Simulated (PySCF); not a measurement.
chloro(disilanyl)silane (ClH7Si3), SMILES [SiH2](Cl)[SiH2][SiH3]. Geometry optimised at B3LYP-D3(BJ)/def2-SVP. One conformer was computed; it need not be the lowest.

Computed equilibrium geometry at B3LYP-D3(BJ)/def2-SVP (PySCF confirms it by a frequency run) as a Z-matrix (one conformer of several):
```
Si
H 1 1.4936
H 1 1.4951 2 108.70
Si 1 2.3474 2 109.47 3 -119.89
H 4 1.4894 1 114.28 2 40.59
H 4 1.4900 5 108.94 1 -125.17
Cl 4 2.0959 5 108.16 6 -117.10
Si 1 2.3524 2 110.46 3 122.39
H 8 1.4896 1 109.45 2 50.36
H 8 1.4921 9 109.36 1 -119.58
H 8 1.4926 9 109.25 10 -119.14
```
